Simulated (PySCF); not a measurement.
C6H6FN.
Z-matrix (Å and degrees, GFN2-xTB geometry), rows numbered from 1:
```
C 
C   1  1.3298
C   2  1.4396  1  125.29
C   3  1.3844  2  131.33  1     0.11
C   4  1.3996  3  106.32  2  -179.96
F   5  1.3435  4  125.62  3   180.00
C   5  1.3722  4  109.10  3     0.08
N   7  1.3579  5  106.59  4    -0.07
H   1  1.0755  2  121.57  3   179.97
H   1  1.0756  2  121.73  3     0.03
H   2  1.0841  1  119.74  3   179.99
H   4  1.0697  3  127.34  2     0.13
H   7  1.0702  5  130.48  4   179.95
H   8  1.0067  3  124.54  2    -0.11
```

Definitions: NICS(0) = −σiso at the ring centroid; NICS(1) = −σiso and NICS(1)zz = −σzz at ±1 Å along the ring normal z. Level: GIAO PBE0/pcSseg-1 (PySCF, non-relativistic, gas phase) on the GFN2-xTB geometry, one conformer.

Ring bond lengths (Å), with Mayer bond orders in brackets: C3–C4 1.384 (1.37), C4–C5 1.400 (1.42), C5–C7 1.372 (1.48), C7–N8 1.358 (1.14), N8–C3 1.366 (1.09).

Question: What do the NICS probes read (ppm)?

Answer: 
| ring | type | NICS(0) | NICS(1), two faces | NICS(1)zz, two faces | rms pucker (Å) | centre to ring atoms, mean (Å) |
| --- | --- | --- | --- | --- | --- | --- |
| C3–C4–C5–C7–N8 | 5-membered ring with N; formal bonds all aromatic | -15.1 | -10.2 / -10.2 | -25.9 / -25.9 | 0.00 | 1.17 |

Question: What can be read from them?

Answer: 
- C3–C4–C5–C7–N8: mean NICS(1)zz -25.9 ppm, shielded. For a flat ring without four-coordinate atoms the NICS criterion counts such a value as aromatic.

Question: And the bond-length index? Use HOMA with the parameters of Krygowski (1993).

Answer: 
- C3–C4–C5–C7–N8: HOMA 0.95; the largest term is that of N8–C3, α(R − Ropt)² = 0.09. The geometric and the magnetic index point the same way.
